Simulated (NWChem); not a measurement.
Program: NWChem. System: C$_{2}$H$_{5}$N, charge 0, spin multiplicity 1, displaced from the optimised geometry. Level: CCSD(T)/cc-pVDZ, 3 core orbitals frozen, spin-restricted.

Output (cleaned and shortened):

```
             Northwest Computational Chemistry Package (NWChem) 7.3.0
             --------------------------------------------------------

                                NWChem Input Module
                                -------------------

 Scaling coordinates for geometry "geometry" by  1.889725989
 (inverse scale =  0.529177249)

                             Geometry "geometry" -> ""
                             -------------------------

 Output coordinates in angstroms (scale by  1.889725989 to convert to a.u.)

  No.       Tag          Charge          X              Y              Z
 ---- ---------------- ---------- -------------- -------------- --------------
    1 C                    6.0000    -1.10182900     0.34522800     0.00000000
    2 N                    7.0000     0.03540500    -0.54481100     0.00000000
    3 C                    6.0000     1.19759200    -0.04733400     0.00000000
    4 H                    1.0000    -1.72936800     0.13391300    -0.88239000
    5 H                    1.0000    -1.72936800     0.13391300     0.88239000
    6 H                    1.0000    -0.81177300     1.53152800     0.00000000
    7 H                    1.0000     1.39871500     1.04547700     0.00000000
    8 H                    1.0000     2.07574800    -0.71067300     0.00000000

 Effective nuclear repulsion energy (a.u.)      71.6013180246

            Nuclear Dipole moment (a.u.)
            ----------------------------
        X                 Y               Z
 ---------------- ---------------- ----------------
     0.0498264051     0.2037974992     0.0000000000


 Summary of "ao basis" -> "" (spherical)
 ------------------------------------------------------------------------------
       Tag                 Description            Shells   Functions and Types
 ---------------- ------------------------------  ------  ---------------------
 *                          cc-pvdz                   on all atoms

 Summary of "ao basis" -> "ao basis" (spherical)
 ------------------------------------------------------------------------------
       Tag                 Description            Shells   Functions and Types
 ---------------- ------------------------------  ------  ---------------------
 C                          cc-pvdz                  6       14   3s2p1d
 N                          cc-pvdz                  6       14   3s2p1d
 H                          cc-pvdz                  3        5   2s1p

                                 NWChem SCF Module
                                 -----------------

  ao basis        = "ao basis"
  functions       =    67
  atoms           =     8
  closed shells   =    12
  open shells     =     0
  charge          =   0.00
  wavefunction    = RHF
  use symmetry    = F
  symmetry adapt  = F

 Summary of "ao basis" -> "ao basis" (spherical)
 ------------------------------------------------------------------------------
       Tag                 Description            Shells   Functions and Types
 ---------------- ------------------------------  ------  ---------------------
 C                          cc-pvdz                  6       14   3s2p1d
 N                          cc-pvdz                  6       14   3s2p1d
 H                          cc-pvdz                  3        5   2s1p

 Forming initial guess at       0.1s

      Superposition of Atomic Density Guess
      -------------------------------------

 Sum of atomic energies:        -132.12871037

      Non-variational initial energy
      ------------------------------

 Total energy =    -133.731923
 1-e energy   =    -318.503657
 2-e energy   =     113.170417
 HOMO         =      -0.304793
 LUMO         =      -0.007873

 Starting SCF solution at       0.7s

 ----------------------------------------------
         Quadratically convergent ROHF

 Convergence threshold     :          1.000E-07
 Maximum no. of iterations :          100
 Final Fock-matrix accuracy:          1.000E-09
 ----------------------------------------------

              iter       energy          gnorm     gmax       time
             ----- ------------------- --------- --------- --------
                 1     -133.0220400109  7.00D-01  1.81D-01      0.8
[...]
 CCSD Energy
 -----------
 Reference energy:            -133.064150910979777
 CCSD corr. energy:             -0.482669655985442
 Total CCSD energy:           -133.546820566965209

 --------------------------------
 Spin Component Scaled (SCS) CCSD
 --------------------------------
 Same spin contribution:                 -0.093843864304087
 Same spin scaling factor:                1.130000000000000
 Opposite spin contribution:             -0.388825791681355
 Opposite spin scaling fact.:             1.270000000000000
 SCS-CCSD correlation energy:            -0.599852322098939
 Total SCS-CCSD energy:                -133.664003233078716
 memory            104849980

*********triples calculation*********

nkpass=    1; nvpass=    1; memdrv=         151635; memtrn=         855538; memavail=      104849468
 memory available/node                      104849468
 total number of virtual orbitals        55
 number of virtuals per integral pass    55
 number of integral evaluations           1
 number of occupied per triples pass      9
 number of triples passes                 1

 commencing integral evaluation        1 at          53.42
  symmetry use  F
task         2 out of       561 done   0%  at       0.0 secs
task        29 out of       561 done   5%  at       0.3 secs
task        57 out of       561 done  10%  at       0.6 secs
task        85 out of       561 done  15%  at       0.8 secs
task       113 out of       561 done  20%  at       1.0 secs
task       141 out of       561 done  25%  at       1.2 secs
task       169 out of       561 done  30%  at       1.4 secs
task       197 out of       561 done  35%  at       1.6 secs
task       225 out of       561 done  40%  at       1.9 secs
task       253 out of       561 done  45%  at       2.2 secs
task       281 out of       561 done  50%  at       2.5 secs
task       309 out of       561 done  55%  at       2.6 secs
task       337 out of       561 done  60%  at       2.8 secs
task       365 out of       561 done  65%  at       3.0 secs
task       393 out of       561 done  70%  at       3.2 secs
task       421 out of       561 done  75%  at       3.3 secs
task       449 out of       561 done  80%  at       3.4 secs
task       477 out of       561 done  85%  at       3.6 secs
task       505 out of       561 done  90%  at       3.7 secs
task       533 out of       561 done  95%  at       3.8 secs
task       561 out of       561 done 100%  at       3.9 secs
 commencing triples evaluation - blocking       1
 ccsd(t): done        1 out of       55 progress:    1.8%
 ccsd(t): done        2 out of       55 progress:    3.6%
 ccsd(t): done        3 out of       55 progress:    5.5%
 ccsd(t): done        4 out of       55 progress:    7.3%
 ccsd(t): done        5 out of       55 progress:    9.1%
 ccsd(t): done        6 out of       55 progress:   10.9%
 ccsd(t): done        7 out of       55 progress:   12.7%
 ccsd(t): done        8 out of       55 progress:   14.5%
 ccsd(t): done        9 out of       55 progress:   16.4%
 ccsd(t): done       10 out of       55 progress:   18.2%
 ccsd(t): done       11 out of       55 progress:   20.0%
 ccsd(t): done       12 out of       55 progress:   21.8%
 ccsd(t): done       13 out of       55 progress:   23.6%
 ccsd(t): done       14 out of       55 progress:   25.5%
 ccsd(t): done       15 out of       55 progress:   27.3%
 ccsd(t): done       16 out of       55 progress:   29.1%
 ccsd(t): done       17 out of       55 progress:   30.9%
 ccsd(t): done       18 out of       55 progress:   32.7%
 ccsd(t): done       19 out of       55 progress:   34.5%
 ccsd(t): done       20 out of       55 progress:   36.4%
 ccsd(t): done       21 out of       55 progress:   38.2%
 ccsd(t): done       22 out of       55 progress:   40.0%
 ccsd(t): done       23 out of       55 progress:   41.8%
 ccsd(t): done       24 out of       55 progress:   43.6%
 ccsd(t): done       25 out of       55 progress:   45.5%
 ccsd(t): done       26 out of       55 progress:   47.3%
 ccsd(t): done       27 out of       55 progress:   49.1%
 ccsd(t): done       28 out of       55 progress:   50.9%
 ccsd(t): done       29 out of       55 progress:   52.7%
 ccsd(t): done       30 out of       55 progress:   54.5%
 ccsd(t): done       31 out of       55 progress:   56.4%
 ccsd(t): done       32 out of       55 progress:   58.2%
 ccsd(t): done       33 out of       55 progress:   60.0%
 ccsd(t): done       34 out of       55 progress:   61.8%
 ccsd(t): done       35 out of       55 progress:   63.6%
 ccsd(t): done       36 out of       55 progress:   65.5%
 ccsd(t): done       37 out of       55 progress:   67.3%
 ccsd(t): done       38 out of       55 progress:   69.1%
 ccsd(t): done       39 out of       55 progress:   70.9%
 ccsd(t): done       40 out of       55 progress:   72.7%
 ccsd(t): done       41 out of       55 progress:   74.5%
 ccsd(t): done       42 out of       55 progress:   76.4%
 ccsd(t): done       43 out of       55 progress:   78.2%
 ccsd(t): done       44 out of       55 progress:   80.0%
 ccsd(t): done       45 out of       55 progress:   81.8%
 ccsd(t): done       46 out of       55 progress:   83.6%
 ccsd(t): done       47 out of       55 progress:   85.5%
 ccsd(t): done       48 out of       55 progress:   87.3%
 ccsd(t): done       49 out of       55 progress:   89.1%
 ccsd(t): done       50 out of       55 progress:   90.9%
 ccsd(t): done       51 out of       55 progress:   92.7%
 ccsd(t): done       52 out of       55 progress:   94.5%
 ccsd(t): done       53 out of       55 progress:   96.4%
 ccsd(t): done       54 out of       55 progress:   98.2%
 ccsd(t): done       55 out of       55 progress:  100.0%
 Time for integral evaluation pass     1        3.94
 Time for triples evaluation pass      1        3.32

 pseudo-e(mp4)  -0.16624045650351E-01
 pseudo-e(mp5)   0.57102449075714E-03
        e(t)    -0.16053021159593E-01

 --------------
 CCSD(T) Energy
 --------------
 Reference energy:                    -133.064150910979777

 CCSD corr. energy:                     -0.482669655985442
 T(CCSD) corr. energy:                  -0.016624045650351
 Total CCSD+T(CCSD) energy:           -133.563444612615569

 CCSD corr. energy:                     -0.482669655985442
 (T) corr. energy:                      -0.016053021159593
 Total CCSD(T) energy:                -133.562873588124802

 routine      calls  cpu(0)   cpu-min  cpu-ave  cpu-max   i/o
 aoccsd          1     0.01     0.01     0.01     0.01    0.00
 iterdrv         1     0.02     0.02     0.02     0.02    0.00
 pampt          11     0.10     0.10     0.10     0.10    0.00
 t2pm           11     0.16     0.16     0.16     0.16    0.00
 sxy            11     0.72     0.72     0.72     0.72    0.00
 ints      3461557    42.21    42.21    42.21    42.21    0.00
 t2eri        6171     4.74     4.74     4.74     4.74    0.00
 idx2         6171     1.02     1.02     1.02     1.02    0.00
 idx34          11     0.07     0.07     0.07     0.07    0.00
 ht2pm          11     0.19     0.19     0.19     0.19    0.00
 itm            11     0.99     0.99     0.99     0.99    0.00
 pdiis          11     0.04     0.04     0.04     0.04    0.00
 triples         1     0.00     0.00     0.00     0.00    0.00
 rdtrpo          1     0.01     0.01     0.01     0.01    0.00
 trpmos          1     3.94     3.94     3.94     3.94    0.00
 trpdrv          1     0.42     0.42     0.42     0.42    0.00
 dovvv       44550     1.27     1.27     1.27     1.27    0.00
 doooo       44550     0.34     0.34     0.34     0.34    0.00
 tengy       40095     1.25     1.25     1.25     1.25    0.00
 Total                57.49    57.49    57.49    57.49    0.00

 Task  times  cpu:       62.0s     wall:       62.0s

 Total times  cpu:       62.1s     wall:       62.1s
```

Task: Write an NWChem input that would produce this output.

Result: This is not unique; one that fits is 
```
start mol
memory heap 100 mb stack 700 mb global 1900 mb
geometry units angstroms nocenter noautoz noautosym
  C     -1.101829     0.345228     0.000000
  N      0.035405    -0.544811     0.000000
  C      1.197592    -0.047334     0.000000
  H     -1.729368     0.133913    -0.882390
  H     -1.729368     0.133913     0.882390
  H     -0.811773     1.531528     0.000000
  H      1.398715     1.045477     0.000000
  H      2.075748    -0.710673     0.000000
end
basis spherical
  * library cc-pvdz
end
scf
  rhf
  nopen 0
  maxiter 100
  thresh 1e-7
  semidirect memsize 60000000 filesize 0
end
ccsd
  freeze core 3
  maxiter 60
end
task ccsd(t) energy
```
